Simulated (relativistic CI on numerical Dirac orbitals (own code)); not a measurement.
# Sc2+ in a cubic cluster: 3p photoemission with charge transfer

Computed with a charge-transfer multiplet model of a cubic metal-ligand cluster with up to 2 ligand holes, Slater and spin-orbit integrals from Dirac-Coulomb-Breit ions, Slater integrals scaled by 0.7. The ground state mixes d1 with configurations of k ligand holes L, whose averages lie at kΔ + k(k − 1)U_dd/2; a core hole lowers each added d electron by U_cd. 300 K, Lorentzian 0.9 eV and Gaussian 0.8 eV FWHM.

Atomic integrals in eV (Slater integrals scaled, ζ unscaled), ground: F2dd 4.121, F4dd 2.525, zeta_d 0.008; with the core hole: F2dd 4.121, F4dd 2.525, zeta_d 0.012, zeta_core 0.340, F2cd 6.767, G1cd 8.453, G3cd 5.135. Where a configuration has fewer than two d electrons, the dd integrals are those of d2.

Cluster parameters (eV): Δ = 7.9, U_dd = 3.8, 10Dq = 0.85, 10Dq(ligand) = 0, V(eg) = 2.4, V(t2g) = -1.05, final-state hopping factor = 0.8.

```
         Case   n_d    d1   d2L  d3L2     S
U_cd = 4.3 eV  1.29  0.73  0.25  0.02  0.50
U_cd = 4.9 eV  1.29  0.73  0.25  0.02  0.50
U_cd = 6.7 eV  1.29  0.73  0.25  0.02  0.50
```

Weights, n_d and S are thermal averages at 300 K. Binding energies count from the first peak over 30 % of the highest in each spectrum, which can be another peak from case to case. The parameters are a model scan and need not match a compound or its usual spin state. Peaks in eV (height, largest 100):
- U_cd = 4.3 eV: 0.0 (100), 1.6 (91), 5.4 (9), 10.3 (11)
- U_cd = 4.9 eV: 0.0 (100), 1.6 (90), 5.2 (11), 6.7 (11), 10.2 (11)
- U_cd = 6.7 eV: 0.0 (100), 1.5 (87), 7.0 (22), 9.3 (20)

For the case U_cd = 4.9 eV, Δ = 7.9 eV is larger than U_dd = 3.8 eV, the Mott-Hubbard side of the Zaanen-Sawatzky-Allen scheme. With the core hole the configuration with one ligand hole lies at Δ − U_cd = 3.6, 3.0, 1.2 eV from the one without, in the order of the table; where this is negative the screened configuration lies lower, though the effective hopping of about 4.2 eV (from the holes of the mixed ground state) mixes the two strongly wherever it is as large as the gap.
